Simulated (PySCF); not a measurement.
Potential energy curve for SMILES O[SiH3], singlet. The O2–H6 bond (O2 also carries Si; H6 carries nothing else) is pulled apart rigidly from the PBE0/def2-TZVP optimised geometry.

Levels: UCCSD(T) = CCSD(T) on UHF/cc-pVDZ, 6 core orbitals frozen (PySCF); UKS-LDA (SVWN5)/6-31G* = unrestricted LDA (SVWN5)/6-31G*, spherical d run with PySCF; UKS-B3LYP/6-31G* = PySCF with unrestricted B3LYP/6-31G*, spherical d; RKS-B3LYP = restricted B3LYP/cc-pVDZ in PySCF.

Energies are in kJ/mol, each relative to the lowest point of its own curve near equilibrium.

```csv
R / Å,UCCSD(T),UKS-LDA (SVWN5)/6-31G*,UKS-B3LYP/6-31G*,RKS-B3LYP
0.77,157.4,165.9,155.7,155.4
0.81,89.0,96.1,88.3,88.1
0.86,35.6,…,35.7,35.5
0.91,8.4,11.3,8.7,8.6
0.92,5.5,…,5.7,5.6
0.96,0.0,…,0.0,0.0
0.98,…,0.0,0.4,0.5
1.01,4.9,2.7,4.2,4.5
1.06,19.1,14.2,17.5,18.1
1.11,39.8,…,36.9,38.1
1.19,81.0,69.1,76.1,78.2
1.30,144.9,127.9,137.5,141.1
1.42,215.5,193.7,205.9,211.4
1.60,311.0,285.5,301.3,309.2
1.73,366.9,343.7,359.1,371.0
1.92,429.9,415.2,412.6,447.4
2.13,468.7,466.0,444.3,514.1
2.33,482.5,494.4,460.5,563.4
2.61,488.2,516.8,471.9,614.3
2.85,489.8,527.5,476.6,…
3.34,490.9,—,480.4,687.0
```

Problem. Some entries are withheld; supply them.

Solution. 
- 0.86, UKS-LDA (SVWN5)/6-31G*: 40.7
- 0.92, UKS-LDA (SVWN5)/6-31G*: 7.8
- 0.96, UKS-LDA (SVWN5)/6-31G*: 0.4
- 0.98, UCCSD(T): 0.6
- 1.11, UKS-LDA (SVWN5)/6-31G*: 32.2
- 2.85, RKS-B3LYP: 645.8

Dashes: no converged value, or the column stops at the first point that the program doubted or that broke a chosen test of continuity, which isn't proof of a fault.

The unrestricted determinant behind UCCSD(T) is spin-contaminated at 1.42 to 3.34 Å (<S²> up to 1.0, against 0.00 for a pure singlet). The unrestricted determinant behind UKS-LDA (SVWN5)/6-31G* is spin-contaminated at 1.92 to 3.34 Å (<S²> up to 0.9, against 0.00 for a pure singlet). The unrestricted determinant behind UKS-B3LYP/6-31G* is spin-contaminated at 1.73 to 3.34 Å (<S²> up to 1.0, against 0.00 for a pure singlet). The restricted form behind RKS-B3LYP keeps the bonding electrons paired and can't separate into open-shell fragments.
